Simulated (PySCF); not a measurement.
**Computed properties of C2H8BNO, SMILES CCB(N)O**

C2H8BNO, SMILES CCB(N)O. Geometry: B3LYP-D3(BJ)/def2-SVP. Other conformers were not sampled. All values are computed for the isolated molecule unless a solvent is named; none is compared with measurement here.

**Structure.** All 33 harmonic modes at B3LYP-D3(BJ)/def2-SVP (PySCF) are real, so it is a minimum. With heavy atoms numbered as in [B:1]([CH2:2][CH3:3])([OH:9])[NH2:11], the shortest bond between them is B1–O9 at 1.377 Å and the longest B1–C2 at 1.586 Å.

**Vibrations.** The strongest infrared lines (harmonic, unscaled, degenerate partners summed) lie at 1598 cm⁻¹ (181 km/mol, H 72 %, N 19 %, B 9 %), 1420 cm⁻¹ (164 km/mol, B 46 %, H 37 %), 403 cm⁻¹ (119 km/mol, H 82 %, N 16 %). The softest mode is at 35 cm⁻¹ and the zero-point energy is 69.8 kcal/mol.

**Electronic structure.** PBE0/def2-TZVP (PySCF) places the frontier levels at -7.76 and 0.62 eV, a gap of 8.38 eV, and gives a dipole moment of 2.57 D and a mean polarisability of 50.8 bohr³. PBE/def2-TZVP (PySCF) at the same geometry gives -6.28 and -0.20 eV, so its gap is 2.30 eV narrower. An orbital gap is neither the optical nor the fundamental gap.

**Excitations.** TDA-M06-2X/def2-SVPD (PySCF) has S1 at 6.72 eV (184 nm, f = 0.017, weak); the most intense of the 10 singlets computed lies at 8.79 eV (f = 0.16). T1 (TDA) is at 6.58 eV, 0.14 eV under S1. TDA-PBE/def2-SVPD (PySCF) puts S1 at 5.81 eV. No vertical singlet excitation falls in the visible range (under 3.1 eV).

**NMR.** GIAO shifts at B3LYP/pcSseg-1 (PySCF) (non-relativistic, atoms alike by connectivity averaged): ¹³C from 14.1 to 14.3 ppm against TMS; ¹H from 0.8 to 3.0 ppm against TMS; ¹¹B at 20.7 ppm against BF3.
